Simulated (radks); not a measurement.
Question: Valence configurations of neutral arsenic (all share [Ar]). All-electron calculation, scalar-relativistic Kohn-Sham, LDA (Slater exchange, Perdew-Wang correlation), spin-unpolarised, spherical densities, finite nucleus; Fermi nuclear charge, rms radius 4.0968 fm. Program: a radial shooting solver on a logarithmic mesh with Libxc functionals. Order these by energy: 3d8.5 4s1 4p5.5; 3d9 4s1 4p5; 3d10 4s2 4p3; 3d8 4s1 4p6; 3d10 4s1.5 4p3.5; 3d9 4s2 4p4; 3d9 4p6; 3d10 4s1 4p4; 3d10 4p5; 3d8 4s2 4p5.

Answer: From the lowest, in eV above it: 3d10 4s2 4p3 0.000; 3d10 4s1.5 4p3.5 4.711; 3d10 4s1 4p4 9.485; 3d10 4p5 19.211; 3d9 4s2 4p4 40.215; 3d9 4s1 4p5 50.657; 3d9 4p6 61.301; 3d8.5 4s1 4p5.5 74.823; 3d8 4s2 4p5 90.145; 3d8 4s1 4p6 101.47. NIST lists [Ar] 3d10 4s2 4p3 as the ground configuration; this level of theory agrees among the configurations tried. The energies are those of spherical spin-averaged densities, not of single terms.
